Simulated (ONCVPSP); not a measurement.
## Transferability test, ONCV potential for Ta (Z = 73)

- Element: tantalum
- Generator: ONCVPSP 4.0.1
- Type: optimised norm-conserving Vanderbilt (ONCV)
- Functional: BLYP
- Relativity: scalar-relativistic
- Frozen core: [Kr] 4d10
- Valence charge: 27
- Reference configuration: 4f14 5s2 5p6 5d3 6s2
- Partial waves: 5s+6s: rc 1.85 bohr, ncon 5, nbas 10, qcut 6.3 1/bohr, 2 projectors; 5p: rc 1.60 bohr, ncon 4, nbas 9, qcut 9.1 1/bohr, 2 projectors, debl 1.7 Ha; 5d: rc 2.15 bohr, ncon 3, nbas 8, qcut 6.7 1/bohr, 3 projectors, debl 3.5 Ha; 4f: rc 0.65 bohr, ncon 5, nbas 10, qcut 27.1 1/bohr, 2 projectors, debl 2.3 Ha
- Local potential: polynomial inside 0.55 bohr (lpopt 4, dvloc0 3 Ha)
- Core correction: polynomial model core, fcfact 0.55

Energies are relative to the spin-unpolarised reference configuration 4f14 5s2 5p6 5d3 6s2; without spin polarisation the order of configurations can differ from experiment.

```
valence configuration  charge  ΔE all-electron (eV)  error AE − PS (meV)
 4f14 5s2 5p6 5d3 6s1      +1                 8.394                 -3.8
 4f14 5s2 5p6 5d2 6s0      +3                47.037                  -12
 4f14 5s1 5p6 5d3 6s2      +1                79.037                 -169
```

**Question.** What are ΔE and the potential's error for 4f14 5s2 5p6 5d3 6s0?

**Answer.** ΔE = 23.445 eV all-electron; the error (AE − PS) is -12 meV.

Note: ghosts flagged at negative energy: s at -516.9 eV, p at -167.9 eV; GHOST(+) flagged for d at 320.3 eV. A true bound ghost makes a file unfit for plane-wave use.
